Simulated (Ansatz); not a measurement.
A nudged elastic band was laid between two geometries of FH + H2O + H4O2Si (12 atoms, charge 0, multiplicity 1).

These are results of RKS B3LYP/def2-SVP (Ansatz 0.2.0), not measurements.

```
movable images  : 8
climbing image  : no
spring          : 5.0 eV/Å²
optimiser       : quadratic models (default)
start path      : through a guess of the saddle point
force threshold : 0.05 eV/Å
iteration limit : 60
end points      : relaxed
```

Initial state:

```xyz
12
Properties=species:S:1:pos:R:3
Si -1.457 0.041 -0.501
O -0.874 -0.835 0.841
H -0.952 -0.767 -1.640
H -2.938 0.071 -0.428
O -0.931 1.594 -0.489
H 1.856 0.551 -0.094
F 1.713 1.329 -0.666
H 0.868 -0.876 0.912
O 1.830 -0.725 0.741
H -1.271 -0.593 1.689
H 0.041 1.702 -0.592
H 2.117 -1.493 0.227
```

Final state:

```xyz
12
Properties=species:S:1:pos:R:3
Si -0.980 0.752 -0.638
O -0.565 -1.411 0.854
H -0.925 -0.407 -1.554
H -1.962 0.794 0.457
O -1.359 2.113 -1.518
H 1.835 -0.086 0.738
F 0.556 1.016 -0.073
H 0.411 -1.465 0.965
O 2.135 -0.956 1.056
H -0.888 -1.277 1.756
H -0.902 2.240 -2.358
H 2.644 -1.313 0.314
```

(1) What changes between the two ends?

(2) Give the energies along the band, and the barrier.

(3) What is the geometry of the highest image?

## Answers

(1) Bonds broken: Si1–O2, H6–F7, H8–O9. Bonds formed: Si1–F7, O2–H8, H6–O9. FH + H2O + H4O2Si becomes FH3OSi + H2O + H2O.

(2) The run converged. The highest image is number 4 of 0 to 9, 0.57 eV above the first end and 0.48 eV above the last; the last end lies 0.09 eV above the first. No image climbed, so the highest image needn't sit at the top of the path. The orbitals stay closed-shell, which can raise the energy where a bond breaks towards radicals; this wasn't checked here.

```csv
image,path coordinate (Å),energy (eV),Si1–O2 (Å),H6–F7 (Å),H8–O9 (Å)
0,0.00,0.00,1.71,0.98,0.99
1,0.65,0.04,1.71,0.98,0.99
2,1.30,0.17,1.71,0.98,0.99
3,1.95,0.55,1.75,1.09,1.04
4,2.59,0.57,1.89,1.59,1.47
5,3.24,0.50,1.97,1.73,1.57
6,3.89,0.44,2.12,1.78,1.65
7,4.54,0.28,2.35,1.84,1.73
8,5.19,0.14,2.54,1.87,1.77
9,5.84,0.09,2.66,1.87,1.80
```

(3) 
```xyz
12
Properties=species:S:1:pos:R:3
Si -0.980 0.315 -0.647
O -0.407 -0.495 0.957
H -0.827 -0.526 -1.872
H -2.366 -0.111 -0.202
O -1.292 1.956 -0.625
H 1.839 -0.151 0.114
F 0.776 0.657 -0.748
H 0.597 -0.739 1.125
O 2.034 -0.833 0.818
H -1.078 -0.864 1.546
H -0.472 2.443 -0.789
H 2.176 -1.653 0.323
```

Time of the run: 5.7 min on 2 threads of Arm Neoverse V1, with other jobs on the host, peak memory 0.24 GiB.
